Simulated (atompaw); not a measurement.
Cutoff test, copper, PAW (atompaw)

```
Element                 : copper (Cu)
Generator               : atompaw 4.2.0.5
Type                    : PAW
Functional              : PBE
Relativity              : scalar-relativistic
Frozen core             : [Ne]
Valence charge          : 19
Reference configuration : 3s2 3p6 3d10 4s0 4p0 (charge +1)
Partial waves           : 3s (bound): rc 1.00 bohr; 4s (bound, empty): rc 1.25 bohr; 3p (bound): rc 0.90 bohr; 4p (bound, empty): rc 1.40 bohr; 3d (bound): rc 1.75 bohr; 3d channel at 2.7 Ry: rc 1.75 bohr
Local potential         : troulliermartins scheme with l = 3 at 0 Ry, radius 1.70 bohr
Core correction         : smooth core density matched at 1.35 bohr
Augmentation charge     : sinc compensation charge, radius 1.55 bohr; PAW radius 1.75 bohr; waves and projectors: modrrkj vanderbiltortho
```

The pseudo-atom Hamiltonian at the reference potential is diagonalised in spherical Bessel functions j_l(qr) that vanish at 20 bohr, with q² up to the cutoff. All-electron valence levels (Ry): 3s -9.0640, 4s -0.8741, 3p -5.9383, 4p -0.4814, 3d -1.0039.

**Question.** How do the lowest levels (Ry) of each channel move with the cutoff, and are there ghosts?

**Answer.**

| cutoff (Ry) | s #1 | s #2 | p #1 | p #2 | d #1 | d #2 | f #1 | Σ f·Δε (mRy) |
| --- | --- | --- | --- | --- | --- | --- | --- | --- |
| 8 | -6.3273 | -0.6884 | -0.5326 | -0.1531 | -0.2281 | -0.0867 | -0.0461 | 45665.7 |
| 12 | -7.6128 | -0.7852 | -0.5338 | -0.1533 | -0.5564 | -0.1296 | -0.0461 | 39803.8 |
| 21 | -8.7976 | -0.8632 | -0.5534 | -0.1574 | -0.9751 | -0.1445 | -0.0461 | 33130.0 |
| 30 | -9.0173 | -0.8730 | -3.8628 | -0.4756 | -1.0024 | -0.1455 | -0.0461 | 12561.4 |
| 40 | -9.0610 | -0.8740 | -5.4078 | -0.4811 | -1.0031 | -0.1456 | -0.0461 | 3196.6 |
| 50 | -9.0628 | -0.8740 | -5.8128 | -0.4813 | -1.0037 | -0.1456 | -0.0461 | 756.9 |
| 70 | -9.0635 | -0.8740 | -5.9304 | -0.4813 | -1.0038 | -0.1456 | -0.0461 | 49.0 |
| 90 | -9.0639 | -0.8740 | -5.9366 | -0.4814 | -1.0039 | -0.1456 | -0.0461 | 10.1 |
| 110 | -9.0640 | -0.8741 | -5.9370 | -0.4814 | -1.0039 | -0.1456 | -0.0461 | 7.8 |
| 160 | -9.0640 | -0.8741 | -5.9382 | -0.4814 | -1.0039 | -0.1456 | -0.0461 | 0.7 |
| 200 | -9.0640 | -0.8741 | -5.9382 | -0.4814 | -1.0039 | -0.1456 | -0.0461 | 0.6 |
| 400 | -9.0640 | -0.8741 | -5.9383 | -0.4814 | -1.0039 | -0.1456 | -0.0461 | 0.0 |

Result: no extra level below or beside the all-electron valence levels (s, p, d, f tested); 10 mRy is reached at 100 Ry and 1 mRy at 160 Ry.
